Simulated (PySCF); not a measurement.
Potential energy surface of CaF2, singlet: symmetric bend, bond length relaxed. Scanned: F-Ca-F angle. Other coordinates (Ca-F bond length) were minimised at B3LYP/def2-TZVP.

Cartesian coordinates as functions of the variables (Å; names that start with a are angles):
```
Ca  0  0  0
F  r*sin(a/2)  0  r*cos(a/2)
F  -r*sin(a/2)  0  r*cos(a/2)
```

PBE/def2-TZVP (PySCF); wB97X-V/def2-TZVP (PySCF); RHF/6-31G* = restricted Hartree-Fock/6-31G*, spherical d run with PySCF; RKS-BP86/6-31G* = restricted BP86/6-31G*, spherical d run with PySCF; RHF/def2-TZVP (PySCF); CCSD(T) on RHF/def2-TZVP, 7 core orbitals frozen (PySCF).

Energies in kcal/mol, each method relative to its own lowest point.

| a / ° | PBE | wB97X-V | RHF/6-31G* | RKS-BP86/6-31G* | RHF | CCSD(T) |
|---|---|---|---|---|---|---|
| 180 | 1.1 | 0.3 | 0.0 | 0.0 | 0.0 | 0.0 |
| 170 | 1.0 | 0.2 | 0.1 | 0.1 | 0.0 | 0.0 |
| 160 | 0.6 | 0.1 | 0.6 | 0.4 | 0.1 | 0.0 |
| 150 | 0.2 | 0.0 | 1.5 | 1.2 | 0.3 | 0.1 |
| 140 | 0.0 | 0.2 | 3.1 | 2.6 | 0.9 | 0.5 |
| 130 | 0.2 | 0.9 | 5.6 | 4.7 | 2.0 | 1.5 |
| 120 | 1.1 | 2.2 | 9.0 | 7.4 | 3.9 | 3.1 |
| 110 | 2.9 | 4.5 | 13.2 | 10.9 | 6.8 | 5.7 |
| 100 | 6.0 | 8.1 | 18.8 | 15.4 | 11.1 | 9.7 |
| 90 | 10.8 | 13.6 | 26.4 | 21.5 | 17.5 | 15.5 |
| 80 | 18.3 | 21.9 | 37.0 | 29.9 | 26.9 | 24.2 |
